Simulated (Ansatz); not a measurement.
`[OH][GeH]([OH])[Cl]`, charge 0, multiplicity 1.

Give a relaxed structure at PBE0-D4/def2-TZVP (Ansatz 0.2.0). (An estimate is asked.)

The calculation gave: 
```xyz
7

O    -0.0770   -0.8615   -1.2317
Ge    0.1069   -0.2044    0.3928
O    -1.3060    0.7703    0.7441
Cl    1.8895    1.0027    0.3505
H     0.7270   -0.7846   -1.7521
H     0.2198   -1.2567    1.4881
H    -1.5604    1.3342    0.0084
```
